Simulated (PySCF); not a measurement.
A calculated (PBE0, PySCF 2.14, x2c-QZVPPall, the spin-free X2C one-electron Hamiltonian (Gaussian nucleus)) atom or ion has these occupied shells.

```tsv
shell	electrons	orbital energy (eV)	rms radius, mean of both spins (bohr)
1s α	1	-29082.3	0.0333
1s β	1	-29082.3	0.0333
2s α	1	-4436.9	0.136
2s β	1	-4436.6	0.136
2p α	3	-3986.4	0.121
2p β	3	-3986.1	0.121
3s α	1	-887.77	0.362
3s β	1	-887.57	0.362
3p α	3	-739.30	0.363
3p β	3	-739.06	0.363
3d α	5	-509.86	0.342
3d β	5	-509.48	0.342
4s α	1	-166.34	0.867
4s β	1	-164.88	0.867
4p α	3	-120.49	0.939
4p β	3	-118.88	0.939
4d α	5	-52.952	1.15
4d β	4	-51.872	1.15
5s α	1	-30.444	2.28
5s β	1	-29.019	2.28
5p α	1	-21.705	2.67
```

**Question.** Name the element and its charge.

**Answer.** Sn²⁺ (tin, charge +2), in [Kr] 4d9 5s2 5p1, one real determinant (an excited configuration).
